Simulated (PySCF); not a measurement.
# Bond length, frequency and bond energy of TiBr⁻ by level of theory

State: triplet, unpaired electrons π ↑, δ ↑, a mixture of terms (⟨Lz²⟩ = 4.6). Set-up: basis Ti def2-TZVPPD, Br def2-TZVPPD; no relativity; PySCF 2.14. De refers to Ti (3d2 4s2) + Br⁻ in their high-spin ground configurations, without counterpoise correction. The functionals are run spin-unrestricted. A positive dipole points towards Br; it is taken about the centre of mass and depends on that origin. Levels whose curve was spin-contaminated or gave no clean fit are not listed.

| Level | Re (Å) | ωe (cm⁻¹) | De (eV) | μ (D) | CPU s a point (SCF and correlation, without the integrals) |
| --- | --- | --- | --- | --- | --- |
| ROHF | 2.710 | 193 | n/a | 5.18 | 5.5 |
| ROHF-MP2 | 2.577 | 220 | n/a | n/a | 12 |
| ROHF-SCS-MP2 | 2.609 | 213 | n/a | n/a | n/a |
| B97-3 | 2.573 | 220 | n/a | 4.89 | 7.4 |
| BHandHLYP | 2.610 | 211 | n/a | 4.55 | 7.1 |

(1) What does second-order correlation do here, going from ROHF to ROHF-MP2?

Correlated steps freeze 14 core orbitals. De is left out where the level can put another filling of the metal’s s and d shells below the measured ground configuration, by anything from nothing to about 1 eV. Spin–orbit coupling is left out. The highest Kohn–Sham level is positive in this anion. Much of that is self-interaction error, but it also means that the finite basis helps to hold the extra electron. With d or f electrons several states lie close, and the lowest PBE0 determinant need not be the measured ground state.

The whole job (state search and all levels along the bond) took about 19 min on 2 threads of Arm Neoverse V1 (shared host), peak memory 4.6 GiB.

Results:

(1) ROHF-MP2 less ROHF: -13.3 pm in Re, +14.0 % in ωe. Correlation nearly always deepens the well. The bond shortens, as in weak, metallic or heavy-atom bonds, where dispersion and the correlation of outer-core electrons pull the atoms together.
